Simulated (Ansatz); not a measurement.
`C=C[Te][SiH2]C` + H₂ → `C[SiH2][TeH]` + ethylene at 298.15 K and 1 bar (hydrogenolysis of a Te–C bond).

Isolated molecules relaxed with PBE0-D4/def2-TZVP in Ansatz; ΔE leaves out vibrations. CBS: MP2 limit from def2 TZ/QZ plus the TZ coupled-cluster correction, frozen cores. This one scheme is used for every species. def2 core potentials past Kr. For Te outer-core shells are correlated without core-valence functions, which leaves a few kJ/mol of doubt a bond. Each species was taken in one conformer, which may not be the lowest.

| species | CCSD(T)/CBS energy (Eh) | H − E (kJ/mol) | S (J/(mol·K)) |
| --- | --- | --- | --- |
| `C=C[Te][SiH2]C` | -675.77875 | 277.5 | 401.6 |
| H₂ | -1.17544 | 35.1 | 130.4 |
| `C[SiH2][TeH]` | -598.49179 | 177.8 | 335.2 |
| `C=C` | -78.48111 | 144.6 | 218.9 |

H − E and S are ideal-gas, rigid-rotor, harmonic terms from PBE0-D4/def2-TZVP, for one conformer and one mirror image of each species. The MP2-based limit puts H₂ 0.8 mEh under its directly extrapolated value; such offsets cancel only in part. 1 Eh = 2625.50 kJ/mol, R = 8.31446 J/(mol·K).

Problem. By hand: ΔE, ΔH, ΔS and ΔG.

Solution. ΔE = (-598.49179) + (-78.48111) − (-675.77875) − (-1.17544) = -0.01871 Eh = -49.1 kJ/mol. Δ(H − E) = 177.8 + 144.6 − 277.5 − 35.1 = 9.8, so ΔH = -39.3 kJ/mol. ΔS = 335.2 + 218.9 − 401.6 − 130.4 = 22.1 J/(mol·K). ΔG = -39.3 − 298.15 × (22.1)/1000 = -45.9 kJ/mol.

Problem. By hand: the equilibrium constant, and the temperature at which ΔG would vanish if ΔH and ΔS stayed fixed.

Solution. log₁₀ K = −ΔG/(RT ln 10) = 8.0. ΔH and −TΔS have one sign here, so there is no such temperature.

ΔH outweighs TΔS. A doubt of 5 kJ/mol in ΔE shifts log₁₀ K by 0.9 here. Other conformers and mirror images would add mixing entropy, several J/(mol·K) or more a flexible species. Modes under 60 cm⁻¹, often nearly free rotors, make the harmonic entropy too high. These are equilibria of isolated gas molecules and say nothing of rates. Largest T1 diagnostic: 0.011 (customary marks: 0.02 for closed shells, 0.045 for open ones).
